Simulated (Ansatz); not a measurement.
Geometry optimisation, DFT r2SCAN, scalar-relativistic, plane waves, PAW in Ansatz 0.2.0.

Input file:

```yaml
crystal:
  lattice:
    - [0.0, 5.43, 5.43]
    - [5.43, 0.0, 5.43]
    - [5.43, 5.43, 0.0]
  atoms:
    - { symbol: Si, position: [0.0, 0.0, 0.0] }
    - { symbol: Si, position: [0.125, 0.125, 0.125] }
    - { symbol: Si, position: [0.0, 0.0, 0.5] }
    - { symbol: Si, position: [0.125, 0.125, 0.625] }
    - { symbol: Si, position: [0.0, 0.5, 0.0] }
    - { symbol: Si, position: [0.125, 0.625, 0.125] }
    - { symbol: Si, position: [0.0, 0.5, 0.5] }
    - { symbol: Si, position: [0.125, 0.625, 0.625] }
    - { symbol: Si, position: [0.5, 0.0, 0.0] }
    - { symbol: Si, position: [0.625, 0.125, 0.125] }
    - { symbol: Si, position: [0.5, 0.0, 0.5] }
    - { symbol: Si, position: [0.625, 0.125, 0.625] }
    - { symbol: Si, position: [0.5, 0.5, 0.0] }
    - { symbol: Si, position: [0.625, 0.625, 0.125] }
    - { symbol: Si, position: [0.5, 0.5, 0.5] }
    - { symbol: Si, position: [0.625, 0.625, 0.625] }
    - { symbol: O, position: [0.373799, 0.8842282, 0.3731973], spin: 1.0 }
magnetization:
  spin_polarized: true
basis:
  ecutwfc: 500.0
kpoints:
  mp_grid: { grid: [2, 2, 2] }
hamiltonian:
  xc: r2scan
  pseudopotentials: { kind: paw, azcp: { folder: soft_1 } }
scf:
  occupations: { method: gaussian, width: 0.02 }
  lower_state_search: "off"
relax:
  f_tol: 0.03
  max_steps: 60
  adjacent_minimum: "off"
output:
  write_density: true
  write_potential: true
  elf: true
  volumetric_format: npy
```

Command:

```bash
$ ansatz run input.yaml --threads 4 --pin off --max-ram 10240MiB --backend cpu --events-out ev --progress --plain --runs-dir out
```

Problem. Where does it end, and by what steps?

Solution. The forces met the threshold. Limits of this set-up: coarse k mesh, a small cell, in which the defect meets its images. After 9 steps the energy has fallen by 1.408 eV; O17 moved furthest, 0.76 Å. Joined: Si3–O17 (2.34 → 1.90 Å), Si9–O17 (2.34 → 1.90 Å), Si11–O17 (2.31 → 1.90 Å).

| step | energy less start (eV) | largest force component (eV/Å) | accepted |
| --- | --- | --- | --- |
| 0 | 0.0000 | 0.457 | yes |
| 1 | -0.0952 | 0.373 | yes |
| 2 | -0.4163 | 1.192 | yes |
| 3 | -0.9752 | 0.672 | yes |
| 4 | -1.2719 | 0.686 | yes |
| 5 | -1.2843 | 0.444 | yes |
| 6 | -1.3750 | 0.177 | yes |
| 7 | -1.4055 | 0.090 | yes |
| 8 | -1.4070 | 0.037 | yes |
| 9 | -1.4078 | 0.017 | yes |

```xyz
17
Lattice="0.0000 5.4300 5.4300 5.4300 0.0000 5.4300 5.4300 5.4300 0.0000" Properties=species:S:1:pos:R:3
Si -0.118 0.117 -0.116
Si 1.294 1.166 1.294
Si 2.561 2.870 0.234
Si 4.265 4.136 1.296
Si 2.692 -0.053 2.692
Si 3.962 1.469 3.962
Si 5.485 2.739 2.693
Si 6.763 4.100 4.108
Si 0.235 2.871 2.560
Si 1.295 4.137 4.266
Si 2.562 5.199 2.562
Si 3.980 6.876 3.983
Si 2.693 2.740 5.485
Si 4.108 4.100 6.762
Si 5.331 5.533 5.330
Si 6.763 6.754 6.763
O 7.258 3.603 7.258
```

Time of the run: 4.7 min on 4 threads of Arm Neoverse V2, with other jobs on the host, peak memory 2 GiB.
